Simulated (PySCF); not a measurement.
C₃H₈O₂Si.

```xyz
14

C      2.1609     0.6174     0.6261
C      0.9845     0.2903    -0.2708
O      0.9333    -1.1335    -0.5692
C     -0.4777    -1.4416    -0.6188
Si    -0.8014     0.1405     0.3877
O     -2.0182     1.2219     0.0292
H      2.2042     1.7010     0.8219
H      2.0863     0.0915     1.5909
H      3.1095     0.3178     0.1506
H      1.0594     0.8687    -1.2161
H     -0.8630    -1.4435    -1.6588
H     -0.6735    -2.4338    -0.1806
H     -0.8948    -0.0517     1.8583
H     -2.1350     1.4781    -0.8932
```
Charge 0, spin multiplicity 1.

Geometry: B3LYP-D3(BJ)/def2-SVP. The structure was generated by enumeration; whether it is a known compound was not checked. The values are those of a single conformer.

All values below come from PySCF with B3LYP/pcSseg-1. Non-relativistic, no solvent.

Computed absolute GIAO shielding of each atom: isotropic value and principal components (ppm):
```tsv
atom	σ(iso)	σ11	σ22	σ33	span
C1	158.1	143.4	153.3	177.6	34.2
C2	90.4	30.7	84.7	155.8	125.1
O3	288.8	233.8	288.7	343.9	110.1
C4	105.3	53.7	89.6	172.7	119.0
Si5	335.0	315.2	328.1	361.7	46.5
O6	264.4	236.1	275.4	281.8	45.7
H7	30.4	26.9	28.0	36.5	9.6
H8	30.0	26.6	29.1	34.2	7.6
H9	29.7	26.1	27.6	35.6	9.5
H10	27.1	24.4	26.8	30.1	5.6
H11	27.3	24.1	25.6	32.2	8.1
H12	27.3	24.0	25.0	32.9	8.8
H13	26.5	23.3	25.4	30.9	7.6
H14	29.3	22.2	25.3	40.3	18.1
```
